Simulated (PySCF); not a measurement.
A structure optimised at PBE-D3(BJ)/def2-SVP, used in a PySCF frequency run:

```xyz
11

C     -3.7287     0.3108     0.0000
C     -2.3406    -0.2525     0.0000
N     -1.2990     0.4975     0.0000
Ge     0.3495    -0.3676     0.0000
Cl     1.4301     0.2918    -1.7553
Cl     1.4301     0.2918     1.7553
H     -4.2873    -0.0530     0.8889
H     -3.7006     1.4161     0.0000
H     -4.2873    -0.0530    -0.8889
H     -2.2944    -1.3767     0.0000
H      0.2690    -1.9221     0.0000
```

### Question
Write its SMILES, formula and point group.

### Answer
C/C=[N]/[GeH]([Cl])[Cl], C₂H₅Cl₂GeN, Cs

### Question
What are its rotational constants (standard atomic weights)?

### Answer
2.0302, 1.0250, 0.73867 GHz
